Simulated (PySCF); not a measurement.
A side-by-side comparison of computed properties.

First species: H11NOSi4.
SMILES: `[SiH3]N[SiH2]O[SiH2][SiH3]`

Second species: H11NOSi4.
SMILES with atom numbers: `[NH2:1][Si:2]([SiH3:3])([SiH3:4])[O:5][SiH3:6]` (hydrogens: H7, H8 on N1; H9, H10, H11 on Si3; H12, H13, H14 on Si4; H15, H16, H17 on Si6)

Cartesian coordinates in Å at the GFN2-xTB level; atoms count from 1:
```xyz
17
H11NOSi4 angstrom
N      0.2532    0.0631    1.9178
Si    -0.3305    0.1587    0.2827
Si    -1.7040   -1.6866    0.0047
Si    -1.0275    2.2692   -0.4082
O      1.0302   -0.0537   -0.6151
Si     2.4523   -0.7335   -0.9492
H     -0.3799    0.2105    2.6864
H      1.1497    0.4719    2.1324
H     -1.4810   -2.8306    0.8984
H     -1.6577   -2.2387   -1.3553
H     -3.1033   -1.2872    0.2240
H     -1.5888    3.0437    0.7121
H     -0.0071    3.1454   -0.9989
H     -2.1094    2.1833   -1.3988
H      2.2090   -2.0997   -1.4103
H      3.0090    0.1258   -1.9913
H      3.2788   -0.7294    0.2586
```

Levels: CAM-B3LYP/def2-SVPD for dipole moment, HOMO energy, LUMO energy, HOMO–LUMO gap, static isotropic polarisability and electronic spatial extent ⟨r²⟩ about the centre of nuclear charge; TDDFT CAM-B3LYP/def2-SVPD for lowest singlet excitation; TDA CAM-B3LYP/def2-SVPD for lowest triplet excitation (Tamm–Dancoff); GFN2-xTB for rotational constant A and rotational constant C. Geometries: GFN2-xTB. All species are isolated and taken at one optimised geometry, non-relativistic unless stated. Electronic properties by PySCF.

The conformers computed, where there is a choice (atom-mapped SMILES and torsion angles):
- `[SiH3:1][NH:2][SiH2:3][O:4][SiH2:5][SiH3:6]`: Si1–N2–Si3–O4 -177°, N2–Si3–O4–Si5 58°, Si3–O4–Si5–Si6 -31°
- `[NH2:1][Si:2]([SiH3:3])([SiH3:4])[O:5][SiH3:6]`: N1–Si2–O5–Si6 40°, H–N1–Si2–Si3 -69°, H–N1–Si2–Si3 152°

| property | column X | column Y |
| --- | --- | --- |
| dipole moment | 0.67 D | 1.44 D |
| HOMO energy | -8.89 eV | -8.27 eV |
| LUMO energy | 0.47 eV | 0.26 eV |
| HOMO–LUMO gap | 9.36 eV | 8.53 eV |
| lowest singlet excitation | 6.23 eV | 5.27 eV |
| lowest triplet excitation (Tamm–Dancoff) | 5.85 eV | 4.68 eV |
| static isotropic polarisability | 115.1 au | 122.6 au |
| electronic spatial extent ⟨r²⟩ about the centre of nuclear charge | 1964 bohr² | 1694 bohr² |
| rotational constant A | 2.245 GHz | 1.388 GHz |
| rotational constant C | 0.576 GHz | 0.779 GHz |

Task: Which column belongs to which species?

Result: Column X is the first species and column Y the second. The first has 17 atoms and 82 electrons, the second 17 and 82.

Task: How does each property change from the first species to the second?

Result: dipole moment +0.77 D; HOMO energy +0.62 eV; LUMO energy -0.21 eV; HOMO–LUMO gap -0.83 eV; lowest singlet excitation -0.96 eV; lowest triplet excitation (Tamm–Dancoff) -1.17 eV; static isotropic polarisability +7.5 au; electronic spatial extent ⟨r²⟩ about the centre of nuclear charge -270 bohr²; rotational constant A -0.857 GHz; rotational constant C +0.203 GHz.

On the first: The principal polarisabilities are 99.8, 119.5 and 126.0 au; their mean is the isotropic value. The vertical singlet–triplet gap S1 − T1 is 0.38 eV (TDDFT singlet less Tamm–Dancoff triplet; S1: HOMO→LUMO+1, weight 0.74; T1: HOMO−1→LUMO, weight 0.82).

On the second: The vertical singlet–triplet gap S1 − T1 is 0.59 eV (TDDFT singlet less Tamm–Dancoff triplet; S1: HOMO→LUMO, weight 0.84; T1: HOMO→LUMO, weight 0.91). S1 lies 3.26 eV below the HOMO–LUMO gap; its leading configuration is HOMO→LUMO, weight 0.84.
